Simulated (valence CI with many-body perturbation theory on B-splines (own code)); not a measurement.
Level structure of Pt71+

Calculated by configuration interaction combined with many-body perturbation theory (CI+MBPT): five valence electrons over a frozen Dirac-Fock core [He], radial functions for each j: 11 s, 11 p, 10 d, 8 f, 5 g, 2 h, with the one-electron correlation potential Σ1, the two-electron term Σ2, the three-electron term Σ3, Breit, model QED; selected CI, second order for the rest, scaled by the run's own slope (own B-spline code, finite nucleus).

No measured spectrum was set against this ion. As an estimate, large intervals hold to a few tenths of a per cent, small ones and those within an open d or f shell to about a per cent. Among the levels kept, up to 7600 cm⁻¹ of a level comes from second order outside the variational space, and about a tenth of that is noise between levels of different J, which matters for small intervals.

Levels 46 to 90 of 202, with energies above the lowest level, (2s^2 2p1/2^2 2p3/2) J=3/2. "Leading %" is the weight of the configuration and term that name the level; weights of strongly mixed levels are sums over their largest components and can fall short. In the jj column 3d3/2^4 stands for four electrons in 3d with j = 3/2.

```csv
No.,Configuration,Term,J,E (eV),Leading %,Second component,Leading jj
46,2s²2p²3d,⁴D,1/2,12347,79,15 % 2s²2p²3d ²P,2s^2 2p1/2 2p3/2 3d3/2 (100 %)
47,2s²2p²3d,²G,7/2,12358,55,25 % 2s²2p²3d ²F,2s^2 2p1/2 2p3/2 3d3/2 (99 %)
48,2s²2p²3d,²D,5/2,12375,37,32 % 2s²2p²3d ²F,2s^2 2p1/2 2p3/2 3d3/2 (99 %)
49,2s²2p²3d,²D,3/2,12380,47,18 % 2s²2p²3d ²P,2s^2 2p1/2 2p3/2 3d3/2 (99 %)
50,2s²2p²3d,²P,1/2,12391,39,32 % 2s²2p²3d ⁴P,2s^2 2p1/2 2p3/2 3d3/2 (99 %)
51,2s²2p²3d,⁴D,7/2,12468,46,38 % 2s²2p²3d ⁴F,2s^2 2p1/2 2p3/2 3d5/2 (98 %)
52,2s²2p²3d,²P,3/2,12488,41,25 % 2s²2p²3d ⁴P,2s^2 2p1/2 2p3/2 3d5/2 (99 %)
53,2s²2p²3d,²G,9/2,12488,65,35 % 2s²2p²3d ⁴F,2s^2 2p1/2 2p3/2 3d5/2 (100 %)
54,2s²2p²3d,²F,5/2,12490,44,20 % 2s²2p²3d ⁴P,2s^2 2p1/2 2p3/2 3d5/2 (99 %)
55,2s²2p²3d,²D,5/2,12507,58,27 % 2s²2p²3d ⁴P,2s^2 2p1/2 2p3/2 3d5/2 (98 %)
56,2s²2p²3d,²F,7/2,12515,70,13 % 2s²2p²3d ⁴F,2s^2 2p1/2 2p3/2 3d5/2 (98 %)
57,2s²2p²3d,²D,3/2,12523,57,29 % 2s²2p²3d ²P,2s^2 2p1/2 2p3/2 3d5/2 (99 %)
58,2s²2p²3d,²P,1/2,12529,56,37 % 2s²2p²3d ²S,2s^2 2p1/2 2p3/2 3d5/2 (99 %)
59,2s2p³3p,⁴D,7/2,12566,49,25 % 2s2p³3p ⁶P,2s 2p1/2^2 2p3/2 3p3/2 (97 %)
60,2s2p³3p,²P,3/2,12577,31,29 % 2s2p³3p ⁴P,2s 2p1/2^2 2p3/2 3p3/2 (98 %)
61,2s2p³3p,⁴P,5/2,12596,38,21 % 2s2p³3p ²D,2s 2p1/2^2 2p3/2 3p3/2 (99 %)
62,2s2p³3p,²P,1/2,12601,41,23 % 2s2p³3p ⁴P,2s 2p1/2^2 2p3/2 3p3/2 (100 %)
63,2s2p³3p,²D,5/2,12668,33,21 % 2s2p³3p ⁴P,2s 2p1/2^2 2p3/2 3p3/2 (99 %)
64,2s2p³3d,⁴D°,5/2,12673,30,17 % 2s2p³3d ⁶D°,2s 2p1/2^2 2p3/2 3d3/2 (99 %)
65,2s2p³3d,⁴D°,3/2,12679,29,22 % 2s2p³3d ⁶D°,2s 2p1/2^2 2p3/2 3d3/2 (100 %)
66,2s2p³3d,²F°,7/2,12683,26,22 % 2s2p³3d ⁴F°,2s 2p1/2^2 2p3/2 3d3/2 (98 %)
67,2s2p³3d,⁴P°,1/2,12685,47,25 % 2s2p³3d ⁶D°,2s 2p1/2^2 2p3/2 3d3/2 (100 %)
68,2s2p³3p,²P,3/2,12688,37,13 % 2s2p³3p ⁴D,2s 2p1/2^2 2p3/2 3p3/2 (99 %)
69,2s2p³3p,⁴P,1/2,12693,38,26 % 2s2p³3p ²P,2s 2p1/2^2 2p3/2 3p3/2 (99 %)
70,2s2p³3d,²D°,3/2,12768,37,24 % 2s2p³3d ⁴F°,2s 2p1/2^2 2p3/2 3d3/2 (94 %)
71,2s2p³3d,²F°,5/2,12774,37,21 % 2s2p³3d ⁴G°,2s 2p1/2^2 2p3/2 3d3/2 (100 %)
72,2s2p³3d,⁴D°,1/2,12784,46,31 % 2s2p³3d ²P°,2s 2p1/2^2 2p3/2 3d3/2 (99 %)
73,2s2p³3d,⁴F°,9/2,12799,51,26 % 2s2p³3d ⁶D°,2s 2p1/2^2 2p3/2 3d5/2 (100 %)
74,2s2p³3d,⁴D°,5/2,12826,30,19 % 2s2p³3d ²D°,2s 2p1/2^2 2p3/2 3d5/2 (100 %)
75,2s2p³3d,⁴D°,7/2,12832,41,20 % 2s2p³3d ²F°,2s 2p1/2^2 2p3/2 3d5/2 (98 %)
76,2s2p³3d,²D°,3/2,12844,34,20 % 2s2p³3d ⁴D°,2s 2p1/2^2 2p3/2 3d5/2 (94 %)
77,2s2p³3d,²P°,1/2,12861,52,24 % 2s2p³3d ⁴D°,2s 2p1/2^2 2p3/2 3d5/2 (99 %)
78,2s2p³3d,²F°,7/2,12909,35,21 % 2s2p³3d ⁴D°,2s 2p1/2^2 2p3/2 3d5/2 (100 %)
79,2s2p³3d,²D°,5/2,12925,40,11 % 2s2p³3d ⁴D°,2s 2p1/2^2 2p3/2 3d5/2 (99 %)
80,2s2p³3d,²P°,3/2,12928,33,16 % 2s2p³3d ²D°,2s 2p1/2^2 2p3/2 3d5/2 (100 %)
81,2s²2p²3s,⁴P,5/2,13432,65,34 % 2s²2p²3s ²D,2s^2 2p3/2^2 3s (99 %)
82,2s²2p²3s,²P,3/2,13444,55,34 % 2s²2p²3s ²D,2s^2 2p3/2^2 3s (99 %)
83,2s²2p²3s,²S,1/2,13505,67,21 % 2s²2p²3s ⁴P,2s^2 2p3/2^2 3s (99 %)
84,2s²2p²3p,⁴P°,3/2,13566,28,19 % 2s²2p²3p ⁴S°,2s^2 2p3/2^2 3p1/2 (98 %)
85,2s²2p²3p,²D°,5/2,13568,38,25 % 2s²2p²3p ²F°,2s^2 2p3/2^2 3p1/2 (98 %)
86,2s²2p²3p,²P°,1/2,13635,74,17 % 2s²2p²3p ⁴D°,2s^2 2p3/2^2 3p1/2 (98 %)
87,2s2p³3s,⁶S°,5/2,13690,50,41 % 2s2p³3s ⁴D°,2s 2p1/2 2p3/2^2 3s (99 %)
88,2s2p³3s,⁴S°,3/2,13722,49,30 % 2s2p³3s ⁴D°,2s 2p1/2 2p3/2^2 3s (99 %)
89,2s2p³3s,⁴D°,7/2,13735,100,,2s 2p1/2 2p3/2^2 3s (100 %)
90,2s2p³3s,²D°,5/2,13765,76,22 % 2s2p³3s ⁴D°,2s 2p1/2 2p3/2^2 3s (100 %)
```
